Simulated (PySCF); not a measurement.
PySCF 2.14 output of an unrestricted M06-2X calculation on a single atom or ion in pcseg-2, with the non-relativistic Hamiltonian (point nucleus):

```
SCF conv_tol = 1e-09
number electrons alpha = 12  beta = 9
    Y. Zhao and D. G. Truhlar.,  Theor. Chem. Acc. 120, 215 (2008)
    Y. Zhao and D. G. Truhlar.,  Theor. Chem. Acc. 120, 215 (2008)
cycle= 1 E= -849.082820774489  delta_E= -0.00339  |g|= 0.0147  |ddm|= 0.201
cycle= 2 E= -849.083006290381  delta_E= -0.000186  |g|= 0.00471  |ddm|= 0.077
cycle= 3 E= -849.083025922997  delta_E= -1.96e-05  |g|= 0.00211  |ddm|= 0.0183
cycle= 4 E= -849.08302922693  delta_E= -3.3e-06  |g|= 0.000199  |ddm|= 0.0117
cycle= 5 E= -849.083029270971  delta_E= -4.4e-08  |g|= 1.44e-05  |ddm|= 0.00128
cycle= 6 E= -849.083029271093  delta_E= -1.22e-10  |g|= 4.81e-07  |ddm|= 2.21e-05
converged SCF energy = -849.083029271093  <S^2> = 3.7506625  2S+1 = 4.0003312
```

The run itself started from symmetry-adapted Hartree-Fock orbitals and held the occupation by maximum overlap, on a logarithmic radial grid, so the iterations belong to that start.

Which element, charge and spin multiplicity is this?

Ti+ (titanium, charge +1), multiplicity 4; the state was [Ar] 3d2 4s1, high-spin 4F determinant.
